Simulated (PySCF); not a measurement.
Zn(SeH)2 (H₂Se₂Zn), SMILES [SeH][Zn][SeH].

Geometry: B3LYP-D3(BJ)/def2-SVP. The structure was generated by enumeration; whether it is a known compound was not checked. One conformer was computed; it need not be the lowest.

Level of theory: B3LYP-D3(BJ)/def2-SVP in PySCF 2.14.0.

Frequencies are harmonic and unscaled.

List the normal modes with their intensities. (An estimate is asked for; the answer gives what the named calculation found.)


```csv
mode,ν (cm⁻¹),IR (km/mol),Raman (Å⁴/amu),depolarisation,moving atoms (share of kinetic energy)
1,70,4.9,0.3,0.66,"Zn 70 %, Se 28 %"
2,70,4.9,0.2,0.75,"Zn 70 %, Se 28 %"
3,124,4.9,13.6,0.75,H 99 %
4,191,0.0,18.0,0.27,Se 99 %
5,355,37.6,0.0,–,"Zn 71 %, Se 29 %"
6,569,1.3,4.5,0.65,H 97 %
7,569,1.2,2.7,0.75,H 97 %
8,2394,15.5,134.5,0.75,H 99 %
9,2394,15.4,173.5,0.10,H 99 %
```
